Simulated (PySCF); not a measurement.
# Working out the excitation energy of Ga⁺

Ga⁺ [Ar] 3d10 4s2 (1S) → Ga⁺ [Ar] 3d10 4s1 4p1 (3P). Calculation: PySCF 2.14, in x2c-TZVPPall with one added diffuse shell each of s, p, d type (7s6p5d1f, 57 functions); the spin-free X2C one-electron Hamiltonian (Gaussian nucleus). Frozen: [Ar] 3d10. Energies in hartree (1 hartree = 27.21139 eV):

```
            part   Ga⁺ (lower)   Ga⁺ (upper)
             UHF  -1941.966795  -1941.795862
CCSD correlation     -0.036834     -0.003898
             (T)      0.000000      0.000000
```

Task: What does Hartree-Fock give?

Result: (-1941.795862) − (-1941.966795) = 0.170933 hartree = 4.651 eV.

Task: What do CCSD and CCSD(T) give?

Result: The CCSD correlation energies differ by 0.032936 hartree = 0.896 eV and the triples by 0.000000 hartree = 0.000 eV, so CCSD gives 5.547 eV and CCSD(T) 5.547 eV.

Measured between the centres of the two terms (NIST): 5.986 eV, so CCSD(T) (valence) is off by -0.439 eV.

What remains against the reference includes basis incompleteness, the frozen core and higher excitations.
